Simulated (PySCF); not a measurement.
Electronic absorption of C2H6BCl3S

C2H6BCl3S.
SMILES: `C[S+](C)[B-](Cl)(Cl)Cl`

Theory: TDDFT wB97X-D/def2-SVPD, vertical, gas phase, core orbitals frozen in the response in PySCF. Isolated species at its PBE0-D3(BJ)/def2-SVP geometry, gas phase. Torsions of this conformer, `[CH3:1][S+:2]([CH3:3])[B-:4]([Cl:5])([Cl:6])[Cl:7]`: C1–S2–B4–Cl5 -173°.

```tsv
state	E (eV)	λ (nm)	ν̃ (cm⁻¹)	f	main configurations (H = HOMO, L = LUMO)
S1	7.24	171.2	58420	0.0000	H-1→L+1 (78%)
S2	7.75	160.0	62520	0.0099	H→L+1 (76%)
S3	7.75	159.9	62550	0.0052	H→L+2 (36%), H→L (24%), H→L+4 (23%)
S4	7.83	158.4	63130	0.087	H-1→L (38%), H-1→L+2 (31%), H-1→L+4 (10%)
S5	8.00	155.1	64500	0.0010	H→L (26%), H→L+3 (22%), H→L+2 (22%)
S6	8.11	152.8	65420	0.079	H-1→L (32%), H-1→L+2 (29%), H-3→L+1 (13%)
```

The lowest singlet comes at 171 nm (699 kJ/mol) in the vacuum ultraviolet; it is dark (f under 0.0005); its leading configuration is HOMO-1→LUMO+1 (78%). The strongest level in the table is S4 at 7.83 eV (158 nm, f = 0.087). S2/S3 lie within about 0.01 eV of each other. Löwdin shares by element: HOMO chlorine 99%; LUMO sulfur 38%, carbon 15%, boron 12% (atoms not listed hold the other 34%). Of the 6 states listed, 2 reach f = 0.01 and 1 stays under 0.0005. The listed states span 0.87 eV, and the widest gap between neighbours is 0.51 eV (S1 to S2). Weighted by f, the mean energy of these states is 7.95 eV. Only the lowest 6 singlets were computed, as vertical energies without vibronic structure.

Cost: about 60 s of CPU time on one thread; the machine was shared, so the figure is rough.
